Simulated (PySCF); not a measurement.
**How methods differ on the ionisation energy of Hf⁴⁴⁺**

Hf⁴⁴⁺ [Ar] 3d10 (1S) → Hf⁴⁵⁺ [Ar] 3d9 (2D), as a difference of total energies. Computed with PySCF 2.14 in an even-tempered Gaussian basis (18 s from 9.2 bohr⁻², ratio 2.5; 13 p from 12 bohr⁻², ratio 2.5; 8 d from 12 bohr⁻², ratio 2.5; 4 f from 52 bohr⁻², ratio 2.7; 3 g from 78 bohr⁻², ratio 2.7), with the spin-free X2C one-electron Hamiltonian (Gaussian nucleus). Correlated levels: outer shells: [Ne] frozen; virtual orbitals above 40 to 60 times the deepest correlated orbital energy dropped. The calculations carry no spin-orbit coupling.

| method | ionisation energy (eV) |
| --- | --- |
| UHF | 3766.7 |
| LDA | 3764.3 |
| PBE | 3763.5 |
| PBE0 | 3764.9 |
| r2SCAN | 3765.4 |
| r2SCANh | 3765.8 |
| revPBE | 3763.5 |
| MP2 (outer shells) | 3768.4 |
| SCS-MP2 (outer shells) | 3768.1 |

A first-order spin-orbit estimate (lowest level to lowest level, LS coupling) adds -23.259 eV.

Breit and QED terms and the two-electron picture change are absent.

For comparison: 3741 ± 4 eV (theoretical estimate listed by NIST; NIST Atomic Spectra Database, ionization energies).
